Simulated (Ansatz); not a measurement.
`B/C(Br)=C/O` → B• + Br• + 2 C• + 4 H• + O•  (atomization)

Gas-phase electronic energies from Ansatz, PBE0-D4/def2-TZVP geometries. CCSD(T)/CBS is the MP2 limit (def2-TZVPP, def2-QZVPP) plus CCSD(T) − MP2 in def2-TZVPP, frozen cores. This one scheme is used for every species, atoms too. DFT in def2-TZVPP. B3LYP here is the variant with VWN-RPA as its local correlation; programs differ in this. Open shells (•) are unrestricted, without spin–orbit coupling. Spin–orbit coupling would lower the free atoms: a little for B, C, O; clearly for Br. For Br outer-core shells are correlated without core-valence functions, so the limit isn't a true one: a few kJ/mol of doubt a bond, and 10 to 20 or more in all where bonds break to atoms. Scalar relativity is left out up to krypton. One conformer a species, not always the lowest.

`B/C(Br)=C/O`:

Cartesian coordinates in Å:
```
B 0.168 1.165 -1.118
C 0.007 -0.122 -0.360
Br -0.112 -1.824 -1.223
C -0.065 -0.154 0.992
O -0.206 -1.215 1.756
H 0.231 2.169 -0.468
H 0.233 1.204 -2.308
H -0.005 0.775 1.551
H -0.251 -1.999 1.177
```

```json
{"level": "PBE-D4", "ΔE (kJ/mol)": "3568.9", "difference from CCSD(T)/CBS": "135.8"}
{"level": "r2SCAN-D4", "ΔE (kJ/mol)": "3479.2", "difference from CCSD(T)/CBS": "46.1"}
{"level": "PBE0-D4", "ΔE (kJ/mol)": "3479.7", "difference from CCSD(T)/CBS": "46.6"}
{"level": "B3LYP-D4", "ΔE (kJ/mol)": "3446.4", "difference from CCSD(T)/CBS": "13.3"}
{"level": "ωB97X-V", "ΔE (kJ/mol)": "3438.5", "difference from CCSD(T)/CBS": "5.4"}
{"level": "ωB97M-V", "ΔE (kJ/mol)": "3449.7", "difference from CCSD(T)/CBS": "16.6"}
{"level": "B2PLYP", "ΔE (kJ/mol)": "3411.6", "difference from CCSD(T)/CBS": "-21.5"}
{"level": "PBE", "ΔE (kJ/mol)": "3549.3", "difference from CCSD(T)/CBS": "116.2"}
{"level": "r2SCAN", "ΔE (kJ/mol)": "3474.6", "difference from CCSD(T)/CBS": "41.5"}
{"level": "PBE0", "ΔE (kJ/mol)": "3463.2", "difference from CCSD(T)/CBS": "30.1"}
{"level": "B3LYP", "ΔE (kJ/mol)": "3414.5", "difference from CCSD(T)/CBS": "-18.6"}
{"level": "HF/def2-TZVPP", "ΔE (kJ/mol)": "2469.7", "difference from CCSD(T)/CBS": "-963.4"}
{"level": "MP2/def2-TZVPP", "ΔE (kJ/mol)": "3441.7", "difference from CCSD(T)/CBS": "8.6"}
{"level": "SCS-MP2/def2-TZVPP", "ΔE (kJ/mol)": "3391.6", "difference from CCSD(T)/CBS": "-41.5"}
{"level": "CCSD/def2-TZVPP", "ΔE (kJ/mol)": "3273.4", "difference from CCSD(T)/CBS": "-159.7"}
{"level": "CCSD(T)/def2-TZVPP", "ΔE (kJ/mol)": "3341.7", "difference from CCSD(T)/CBS": "-91.4"}
{"level": "HF/def2-QZVPP", "ΔE (kJ/mol)": "2472.4", "difference from CCSD(T)/CBS": "-960.7"}
{"level": "MP2/def2-QZVPP", "ΔE (kJ/mol)": "3495.1", "difference from CCSD(T)/CBS": "62.0"}
{"level": "SCS-MP2/def2-QZVPP", "ΔE (kJ/mol)": "3449.9", "difference from CCSD(T)/CBS": "16.8"}
{"level": "HF/CBS(def2)", "ΔE (kJ/mol)": "2472.8", "difference from CCSD(T)/CBS": "-960.3"}
{"level": "MP2/CBS(def2)", "ΔE (kJ/mol)": "3533.1", "difference from CCSD(T)/CBS": "100.0"}
{"level": "CCSD/CBS(def2)", "ΔE (kJ/mol)": "3364.8", "difference from CCSD(T)/CBS": "-68.3"}
{"level": "CCSD(T)/CBS", "ΔE (kJ/mol)": "3433.1", "difference from CCSD(T)/CBS": "0"}
```

Largest T1 diagnostic among the species: 0.014.

From PBE to PBE0 (25 % exact exchange), in def2-TZVPP and without D4, ΔE moves by −86.0 kJ/mol: exact exchange takes away binding that semilocal exchange gives to molecules. In def2-TZVPP, CCSD(T) changes the Hartree–Fock value by +872.0 kJ/mol (the triples alone add +68.3 kJ/mol) and MP2 by +972.0 kJ/mol; breaking electron pairs costs correlation energy, which Hartree–Fock lacks.

For atomizations the MP2-based limit and the directly extrapolated one differ by several kJ/mol either way, and by 10 to 25 for some Ge, Se and Sn compounds, so smaller differences from it don't rank the levels.
